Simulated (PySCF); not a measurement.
MgI₂, SMILES [I][Mg][I]. Atoms are numbered in the order given.

```xyz
3

Mg     0.0000     0.0000     0.0000
I      0.0000     0.0000    -2.5363
I      0.0000     0.0000     2.5363
```
Charge 0, spin multiplicity 1.

Geometry optimised at B3LYP-D3(BJ)/def2-TZVP. The def2 effective core potentials stand for the cores of I; spin–orbit coupling is left out.

Computed with PySCF with TDA-B3LYP/def2-SVPD.

Vertical excitations; the highest root listed may be one member of a degenerate set. The molecule is in vacuum. State labels are in the subgroup D2h.

```json
[
 {"state": "S1", "symmetry": "B3g", "energy (eV)": "4.39", "λ (nm)": "283", "f": "0.000", "main pairs": "HOMO→LUMO (degenerate set)"},
 {"state": "S2", "symmetry": "B2g", "energy (eV)": "4.39", "λ (nm)": "283", "f": "0.000", "main pairs": "HOMO−1→LUMO (degenerate set)"},
 {"state": "S3", "symmetry": "B2u", "energy (eV)": "4.59", "λ (nm)": "270", "f": "0.057", "main pairs": "HOMO−3→LUMO (degenerate set)"},
 {"state": "S4", "symmetry": "B3u", "energy (eV)": "4.59", "λ (nm)": "270", "f": "0.057", "main pairs": "HOMO−2→LUMO (degenerate set)"},
 {"state": "S5", "symmetry": "B1u", "energy (eV)": "5.55", "λ (nm)": "223", "f": "0.051", "main pairs": "HOMO−4→LUMO 56 %, HOMO→LUMO+1 22 %, HOMO−1→LUMO+2 22 %"},
 {"state": "S6", "symmetry": "Au", "energy (eV)": "5.56", "λ (nm)": "223", "f": "0.000", "main pairs": "HOMO→LUMO+2 50 %, HOMO−1→LUMO+1 50 %"},
 {"state": "S7", "symmetry": "Au", "energy (eV)": "5.57", "λ (nm)": "222", "f": "0.000", "main pairs": "HOMO−1→LUMO+1, HOMO→LUMO+2 (degenerate set)"},
 {"state": "S8", "symmetry": "B1u", "energy (eV)": "5.57", "λ (nm)": "222", "f": "0.000", "main pairs": "HOMO−1→LUMO+2, HOMO→LUMO+1 (degenerate set)"},
 {"state": "S9", "symmetry": "B1g", "energy (eV)": "5.70", "λ (nm)": "217", "f": "0.000", "main pairs": "HOMO−3→LUMO+2 50 %, HOMO−2→LUMO+1 50 %"},
 {"state": "S10", "symmetry": "Ag", "energy (eV)": "5.72", "λ (nm)": "217", "f": "0.000", "main pairs": "HOMO−2→LUMO+2 50 %, HOMO−3→LUMO+1 50 %"},
 {"state": "T1", "symmetry": "B3g", "energy (eV)": "4.18", "λ (nm)": "296", "f": "0", "main pairs": "HOMO→LUMO (degenerate set)"},
 {"state": "T2", "symmetry": "B2g", "energy (eV)": "4.18", "λ (nm)": "296", "f": "0", "main pairs": "HOMO−1→LUMO (degenerate set)"},
 {"state": "T3", "symmetry": "B2u", "energy (eV)": "4.31", "λ (nm)": "287", "f": "0", "main pairs": "HOMO−3→LUMO (degenerate set)"},
 {"state": "T4", "symmetry": "B3u", "energy (eV)": "4.31", "λ (nm)": "287", "f": "0", "main pairs": "HOMO−2→LUMO (degenerate set)"}
]
```
Triplets are in the Tamm–Dancoff approximation.
